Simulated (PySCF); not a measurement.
C5H10N2OSi.
Geometry (PBE0-D3(BJ)/def2-SVP, Å), atoms numbered from 1 in this order:
```xyz
19
C5H10N2OSi angstrom
C     -0.893   -1.582   -1.738
N     -0.747   -0.358   -1.466
Si    -1.093    0.359    0.098
C     -2.354    1.708   -0.092
O      0.333    1.065    0.623
C      1.634    0.761    0.237
C      2.257   -0.327    1.117
C      1.611   -1.622    0.950
N      1.072   -2.633    0.781
H     -1.247   -2.350   -1.018
H     -0.653   -1.965   -2.748
H     -1.542   -0.663    1.096
H     -2.529    2.213    0.870
H     -3.312    1.295   -0.443
H     -2.007    2.455   -0.822
H      1.680    0.452   -0.823
H      2.250    1.670    0.346
H      2.183   -0.030    2.175
H      3.328   -0.437    0.879
```

The closed-shell ground state was solved at several levels (PySCF, density fitting, gas phase, non-relativistic).

```csv
level,basis functions,total energy (Eh),HOMO (eV),LUMO (eV),gap (eV),dipole (D)
CAM-B3LYP/pcSseg-1,210,-670.5729,-8.41,0.36,8.77,1.96
PBE0/pcSseg-1,210,-670.1723,-7.01,-0.88,6.13,2.01
```

Task: What might PBE0/def2-SVPD (267 basis functions) give for the same quantities?

Result: Total energy -669.8764 Eh, HOMO -7.06 eV, LUMO -0.96 eV, gap 6.10 eV, dipole 2.13 D.

Task: Over all these levels, which gives the widest orbital gap and which the narrowest?

Result: CAM-B3LYP/pcSseg-1 (range-separated hybrid) has the widest, 8.77 eV, and PBE0/def2-SVPD (global hybrid, 25 % exact exchange) the narrowest, 6.10 eV. Functional and basis both differ between the two, so the spread mixes both effects.

Task: How far do the dipole and the HOMO energy spread over the levels?

Result: The dipole runs from 1.96 to 2.13 D (mean 2.03 D) and the HOMO from -8.41 to -7.01 eV.

One conformer stands for the species.
